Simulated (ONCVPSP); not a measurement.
## Varying the ONCV potential for tin

Base potential:

* Element: tin
* Generator: ONCVPSP 4.0.1
* Type: optimised norm-conserving Vanderbilt (ONCV)
* Functional: LDA (Perdew-Zunger)
* Relativity: scalar-relativistic
* Frozen core: [Kr]
* Valence charge: 14
* Reference configuration: 4d10 5s2 5p1 (charge +1)
* Partial waves: 5s: rc 1.65 bohr, ncon 3, nbas 6, qcut 3.4 1/bohr, 2 projectors, debl 2.7 Ha; 5p: rc 2.55 bohr, ncon 3, nbas 8, qcut 3 1/bohr, 2 projectors, debl 3.7 Ha; 4d: rc 1.20 bohr, ncon 4, nbas 8, qcut 13.2 1/bohr, 2 projectors, debl 2.9 Ha; f scattering state at 0.03 Ha: rc 2.15 bohr, ncon 4, nbas 7, qcut 5.7 1/bohr, 1 projector
* Local potential: polynomial inside 1.00 bohr (lpopt 1, dvloc0 0 Ha)
* Core correction: Teter function, fcfact 2.5, rcfact 1.65

All-electron outer shells of the reference configuration (LDA (Perdew-Zunger), scalar-relativistic, ld1.x):

| shell | level (eV) | outermost node (bohr) | outermost maximum (bohr) |
| --- | --- | --- | --- |
| 4s | -141.71 | 0.40 | 0.74 |
| 4p | -97.62 | 0.41 | 0.79 |
| 4d | -33.93 | 0.39 | 0.88 |
| 5s | -18.16 | 0.98 | 1.97 |
| 5p | -10.53 | 1.08 | 2.40 |

Cutoffs, loose and tight: the cutoffs (Ha) at which the residual kinetic energy of the hardest occupied pseudo-wave falls to 1 and 0.1 mHa per electron. They do not see the model core or the augmentation charge, which bear on the density cutoff. Test errors are all-electron minus pseudo excitation energies from the reference, over the configurations 4d10 5s2 5p2; 4d10 5s2 5p0; 4d10 5s1 5p0; 4d10 5s1 5p3. A dash means not determined; rows that change the core or the reference have their own tests.

A true bound ghost makes a file unfit for plane-wave use even where its test errors are small: the radial tests pick states by their node count and pass the ghost by.

| change | outcome | cutoff, loose | cutoff, tight | bound ghosts | GHOST(+) flags above zero | largest test error (meV) |
| --- | --- | --- | --- | --- | --- | --- |
| base | generated | 49 Ha | 59 Ha | s | p | -41 |
| d: qcut 7.7 | generated | 128 Ha | 163 Ha | s | p | -35 |
| d: qcut 9.7 | generated | 41 Ha | 50 Ha | s | p | -39 |
| d: qcut 12.5 | generated | 48 Ha | 57 Ha | s | p | -41 |
| d: qcut 14.2 | generated | 50 Ha | 61 Ha | s | p | -41 |
| d: qcut 15.7 | generated | 51 Ha | 64 Ha | s | p | -41 |
| d: qcut 17.2 | generated | 73 Ha | 97 Ha | s | p | -41 |
| d: qcut 20.1 | failed: ERROR pspot: first pseudo wave function has node, program will stop | – | – | – | – | – |

Reading the sweep of the qcut of the d channel (base included, trends over the rows without a ghost): Bound ghosts are found at 7.7, 9.7, 12.5, 13.2, 14.2, 15.7, 17.2 1/bohr. Every judged row has one, so this setting neither creates nor removes them. The generation fails at 20.1 1/bohr.
